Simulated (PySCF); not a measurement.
Species: C₆H₇NO.
Geometry (GFN2-xTB, Å), atoms numbered from 1 in this order:
```xyz
15
C6H7NO angstrom
O      2.809   -0.919   -0.123
N      2.027    0.129    0.420
C      0.667    0.117    0.116
C     -0.005   -1.065   -0.181
C     -1.374   -1.055   -0.369
C     -2.091    0.122   -0.253
C     -1.424    1.301    0.044
C     -0.056    1.305    0.222
H      2.957   -1.547    0.599
H      2.489    1.008    0.212
H      0.553   -1.984   -0.283
H     -1.883   -1.978   -0.608
H     -3.161    0.124   -0.395
H     -1.975    2.226    0.128
H      0.463    2.226    0.448
```

Computed geometry: GFN2-xTB, gas phase.

Take the most abundant isotopes and a rigid rotor. The values belong to one conformer with, in the numbering `[OH:1][NH:2][c:3]1[cH:4][cH:5][cH:6][cH:7][cH:8]1`, H–O1–N2–C3 -102°, O1–N2–C3–C4 27°.

What are A, B and C (MHz)?

Ia = 99.10, Ib = 330.76, Ic = 426.33 u·Å²; 505379 MHz·u·Å²/I gives A = 5099, B = 1528, C = 1185 MHz.

What kind of rotor is it?

An asymmetric top. Ray's parameter κ = (2B − A − C)/(A − C) = -0.825; −1 is the prolate and +1 the oblate limit.

What does the inertial defect say?

Not planar: Δ = Ic − Ia − Ib = -3.53 u·Å². For a rigid frame Δ = −2 Σ m c², so Σ m c² = 1.77 u·Å² lies off the ab plane: 0.45 from hydrogen and 1.32 from heavier atoms. The atom farthest from that plane is 0.61 Å away.

List the rotational levels J(Ka,Kc) to J = 3 (cm⁻¹).

Above 0(0,0):
J = 1: 1(0,1) 0.0905, 1(1,1) 0.2096, 1(1,0) 0.2211
J = 2: 2(0,2) 0.2707, 2(1,2) 0.3792, 2(1,1) 0.4135, 2(2,1) 0.7709, 2(2,0) 0.7717
J = 3: 3(0,3) 0.5391, 3(1,3) 0.6331, 3(1,2) 0.7017, 3(2,2) 1.0424, 3(2,1) 1.0463, 3(3,1) 1.6671, 3(3,0) 1.6672
The levels of one J sum to (2J + 1)J(J + 1)(A + B + C)/3.

Estimate the classical rotational partition function at 10 K, 25 K and 50 K.

Point group C1, symmetry number σ = 1; q = (√π/σ)·√((kT/h)³/(ABC)), k/h = 20836.6 MHz/K: 1750 at 10 K, 6930 at 25 K, 19600 at 50 K.

Stationary, but not proved a minimum. Zero-point vibration and centrifugal distortion are left out.
